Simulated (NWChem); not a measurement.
Species: SiHSI, singlet; SMILES S[Si]I

```xyz
4

Si     1.0967    -1.1133    -0.0010
I     -0.1104     1.0640     0.0010
S     -0.6284    -2.3887    -0.0017
H      0.1081    -3.5266    -0.0024
```
Atoms are numbered in this order, from 1.

Level: PBE0/def2-SVP with def2 effective core potentials on I (NWChem), optimised geometry, unscaled harmonic frequencies. Low-valent species are run as closed-shell singlets; no triplet was tried in these runs. def2 effective core potentials on I; no spin-orbit coupling.

| frequency (cm⁻¹) | IR intensity (km/mol) |
|---|---|
| 133 | 0.2 |
| 345 | 68.5 |
| 402 | 15.9 |
| 513 | 68.3 |
| 749 | 7.5 |
| 2679 | 0.5 |

```yaml
zero_point_energy: 6.9 kcal/mol
thermal correction to the enthalpy at 298.15 K (with zero-point energy): 10.3 kcal/mol
heat capacity Cv: 12.9 cal/(mol K)
entropy at 298.15 K and 1 atm (symmetry number 1): 74.8 cal/(mol K)
```

Rigid rotor and harmonic oscillator.
